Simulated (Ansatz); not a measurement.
```yaml
crystal:
  periodic: [false, false, false]
  atoms:
    - {symbol: B, position_ang: [-1.495191, 0.513528, -1.401656]}
    - {symbol: Sn, position_ang: [0.367616, 0.659138, -0.116123]}
    - {symbol: C, position_ang: [0.691598, -1.073040, 1.088501]}
    - {symbol: H, position_ang: [-2.103455, -0.462490, -1.415659]}
    - {symbol: H, position_ang: [-1.799517, 1.401749, -2.079430]}
    - {symbol: H, position_ang: [0.299847, 1.983667, 0.915333]}
    - {symbol: H, position_ang: [1.733890, 0.959097, -1.149543]}
    - {symbol: H, position_ang: [-0.094418, -1.218763, 1.817077]}
    - {symbol: H, position_ang: [0.825161, -1.910779, 0.500619]}
    - {symbol: H, position_ang: [1.581329, -0.931479, 1.750264]}
basis:
  gaussian: {orbitals: x2c-TZVPPall, fitting: {mean_field: cc-pVTZ-jkfit}}
total_charge: 1
magnetization: {spin_polarized: true, initial_magnetization: 1}
hamiltonian: {xc: {name: revPBE0}, dispersion: d3bjatm}
```

```sh
$ ansatz run in.yaml --threads 2 --pin off --events-out ev --progress --plain --max-ram 4352MiB
```

(1) How does Ansatz answer? (Best estimate.)

Results:

(1) Computed: The program refused the input.
```
Functional definition: revPBE0
Error: <dir> the basis set cc-pVTZ-JKFIT has no functions for Sn
```
